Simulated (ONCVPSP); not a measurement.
**Mo (Z = 42) ONCV: all-electron and pseudo phase curves**

```json
{"Element": "Mo", "Generator": "ONCVPSP 4.0.1", "Type": "optimised norm-conserving Vanderbilt (ONCV)", "Functional": "BLYP", "Relativity": "scalar-relativistic", "Frozen core": "[Ar] 3d10 4s2", "Valence charge": "12", "Reference configuration": "4p6 4d5 5s1", "Partial waves": "5s: rc 2.50 bohr, ncon 5, nbas 9, qcut 2.9 1/bohr, 2 projectors, debl 2.4 Ha; 4p: rc 1.70 bohr, ncon 5, nbas 9, qcut 8.1 1/bohr, 3 projectors, debl 0.5 Ha; 4d: rc 1.60 bohr, ncon 3, nbas 7, qcut 6.3 1/bohr, 3 projectors, debl 2.1 Ha; f scattering state at 0.18 Ha: rc 1.90 bohr, ncon 3, nbas 6, qcut 5.2 1/bohr, 1 projector", "Local potential": "polynomial inside 1.45 bohr (lpopt 5, dvloc0 0 Ha)", "Core correction": "none"}
```

In the p channel the program set the typed energies aside and used -1.409, 0.250, 0.750 Ha.

The phase is arctan(r·R′/R) of the radial function R(r), unwrapped; energies in Ha, scanned from -3 to 5 Ha. A pole is an energy at which the radial function vanishes at the test radius. The pseudo phase is shifted by a multiple of π to meet the all-electron one at the reference energy, and phase errors are pseudo minus all-electron; the curves can meet again beyond the range given. Levels narrower than the energy grid can be missing from the lists of poles.

Problem. For each channel, where are the poles, and over which energies does the pseudopotential scatter like the atom?

Solution.

| channel | radius (bohr) | reference energy (Ha) | poles, all-electron | poles, pseudo | unbroken range about the reference energy with phases within 0.05 rad | phase error 1 Ha above the reference energy (rad) |
| --- | --- | --- | --- | --- | --- | --- |
| s | 2.54 | -0.15 | -2.34, 1.53 | -1.77, 1.54 | -1.6 to 3.5 | +0.000 |
| p | 1.73 | -1.41 | -0.66 | -0.66 | the whole range | +0.000 |
| d | 1.62 | -0.13 | 1.70 | -0.55, 1.70 | above -0.5 | +0.000 |
| f | 1.93 | 0.18 | 2.64 | 2.98 | below 2.5 | +0.028 |

Note: ghosts flagged at negative energy: s at -48.8 eV, d at -13.0 eV; no localised positive-energy state flagged. A true bound ghost makes a file unfit for plane-wave use.

Phases in the d channel:

```tsv
E (Ha)	all-electron	pseudo
-2.98	1.180	4.319
-2.54	1.119	4.258
-2.10	1.028	4.166
-1.66	0.874	4.010
-1.22	0.577	3.708
-0.78	-0.013	3.102
-0.34	-0.716	-0.704
0.10	-1.121	-1.121
0.54	-1.326	-1.326
0.98	-1.446	-1.446
1.42	-1.529	-1.528
1.86	-1.593	-1.593
2.30	-1.650	-1.650
2.74	-1.708	-1.708
3.18	-1.773	-1.773
3.62	-1.858	-1.858
4.06	-1.986	-1.986
4.50	-2.216	-2.216
4.94	-2.702	-2.702
```
